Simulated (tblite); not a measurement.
Parent: `[CH2:1]=[C:2]=[CH:3][C@@H:4]([CH2:5][F:6])[CH2:7][CH2:8][CH3:9]` with C2–C3–C4–C5 117°, C3–C4–C5–F6 64°, C3–C4–C7–C8 166°, C4–C7–C8–C9 -176°, C8H13F.

Structures optimised with GFN2-xTB, isolated species. One conformer each, not checked by frequencies here.

```tsv
coordinate of the parent	value
C1=C2	1.294 Å
C2=C3	1.296 Å
C3–C4	1.509 Å
C4–C5	1.531 Å
C5–F6	1.374 Å
C4–C7	1.535 Å
C7–C8	1.527 Å
C8–C9	1.524 Å
C1–C2–C3	178.9°
C2–C3–C4	123.8°
C3–C4–C5	109.1°
C3–C4–C7	109.9°
C5–C4–C7	111.9°
C4–C5–F6	111.0°
C4–C7–C8	113.4°
C7–C8–C9	111.2°
```

How does the shared frame change in `[CH2:1]=[C:2]=[CH:3][C@H:4]([CH2:5][F:6])[C:7](=[O:8])[CH2:9][CH3:10]` with C2–C3–C4–C5 -133°, C3–C4–C5–F6 68°, C3–C4–C7–O8 98°, C4–C7–C9–C10 165°, C8H11FO? Atoms pair as C1 = C1, C2 = C2, C3 = C3, C4 = C4, C5 = C5, F6 = F6, C7 = C7, C8 = C9, C9 = C10 (parent first).

| parent | relative | value in the relative | change |
| --- | --- | --- | --- |
| C1=C2 | C1=C2 | 1.294 Å | 0.000 |
| C2=C3 | C2=C3 | 1.297 Å | +0.001 |
| C3–C4 | C3–C4 | 1.513 Å | +0.004 |
| C4–C5 | C4–C5 | 1.527 Å | -0.004 |
| C5–F6 | C5–F6 | 1.372 Å | -0.002 |
| C4–C7 | C4–C7 | 1.527 Å | -0.008 |
| C7–C8 | C7–C9 | 1.510 Å | -0.017 |
| C8–C9 | C9–C10 | 1.523 Å | -0.001 |
| C1–C2–C3 | C1–C2–C3 | 178.9° | 0.0 |
| C2–C3–C4 | C2–C3–C4 | 123.6° | -0.2 |
| C3–C4–C5 | C3–C4–C5 | 110.9° | +1.8 |
| C3–C4–C7 | C3–C4–C7 | 106.6° | -3.3 |
| C5–C4–C7 | C5–C4–C7 | 110.2° | -1.7 |
| C4–C5–F6 | C4–C5–F6 | 110.4° | -0.6 |
| C4–C7–C8 | C4–C7–C9 | 113.9° | +0.5 |
| C7–C8–C9 | C7–C9–C10 | 112.4° | +1.2 |

Of the parent's bonds, C7–C8 changes most (-0.017 Å). Bonds of the relative outside the shared frame: C7=O8 1.204 Å. Point group C1 → C1.

How does the shared frame change in `[CH2:1]=[C:2]=[CH:3][C@@H:4]([CH2:5][CH2:6][CH3:7])[SiH2:8][F:9]` with C2–C3–C4–C5 129°, C3–C4–C5–C6 -63°, C4–C5–C6–C7 -178°, C3–C4–Si8–F9 -179°, C7H13FSi? Atoms pair as C1 = C1, C2 = C2, C3 = C3, C4 = C4, C7 = C5, C8 = C6, C9 = C7 (parent first).

```json
{"parent": "C1=C2", "relative": "C1=C2", "value in the relative": "1.295 Å", "change": "+0.001"}
{"parent": "C2=C3", "relative": "C2=C3", "value in the relative": "1.297 Å", "change": "+0.001"}
{"parent": "C3–C4", "relative": "C3–C4", "value in the relative": "1.504 Å", "change": "-0.005"}
{"parent": "C4–C7", "relative": "C4–C5", "value in the relative": "1.534 Å", "change": "-0.001"}
{"parent": "C7–C8", "relative": "C5–C6", "value in the relative": "1.528 Å", "change": "+0.001"}
{"parent": "C8–C9", "relative": "C6–C7", "value in the relative": "1.524 Å", "change": "0.000"}
{"parent": "C1–C2–C3", "relative": "C1–C2–C3", "value in the relative": "178.5°", "change": "-0.4"}
{"parent": "C2–C3–C4", "relative": "C2–C3–C4", "value in the relative": "124.2°", "change": "+0.4"}
{"parent": "C3–C4–C7", "relative": "C3–C4–C5", "value in the relative": "110.8°", "change": "+0.9"}
{"parent": "C4–C7–C8", "relative": "C4–C5–C6", "value in the relative": "112.2°", "change": "-1.2"}
{"parent": "C7–C8–C9", "relative": "C5–C6–C7", "value in the relative": "111.8°", "change": "+0.6"}
```

Of the parent's bonds, C3–C4 changes most (-0.005 Å). Bonds of the relative outside the shared frame: C4–Si8 1.908, Si8–F9 1.614 Å. Point group C1 → C1.

How does the shared frame change in `[CH2:1]=[C:2]=[CH:3][C@@H:4]([CH2:5][Cl:6])[CH2:7][CH2:8][CH3:9]` with C2–C3–C4–C5 110°, C3–C4–C5–Cl6 61°, C3–C4–C7–C8 64°, C4–C7–C8–C9 180°, C8H13Cl? Atoms pair as C1 = C1, C2 = C2, C3 = C3, C4 = C4, C5 = C5, C7 = C7, C8 = C8, C9 = C9 (parent first).

| parent | relative | value in the relative | change |
| --- | --- | --- | --- |
| C1=C2 | C1=C2 | 1.294 Å | 0.000 |
| C2=C3 | C2=C3 | 1.296 Å | 0.000 |
| C3–C4 | C3–C4 | 1.508 Å | -0.001 |
| C4–C5 | C4–C5 | 1.529 Å | -0.002 |
| C4–C7 | C4–C7 | 1.532 Å | -0.003 |
| C7–C8 | C7–C8 | 1.526 Å | -0.001 |
| C8–C9 | C8–C9 | 1.524 Å | 0.000 |
| C1–C2–C3 | C1–C2–C3 | 179.3° | +0.4 |
| C2–C3–C4 | C2–C3–C4 | 124.0° | +0.2 |
| C3–C4–C5 | C3–C4–C5 | 110.1° | +1.0 |
| C3–C4–C7 | C3–C4–C7 | 110.9° | +1.0 |
| C5–C4–C7 | C5–C4–C7 | 111.2° | -0.7 |
| C4–C7–C8 | C4–C7–C8 | 112.4° | -1.0 |
| C7–C8–C9 | C7–C8–C9 | 111.3° | +0.1 |

No shared bond changes by more than 0.004 Å. Bonds of the relative outside the shared frame: C5–Cl6 1.784 Å. Point group C1 → C1.

These are computed values.
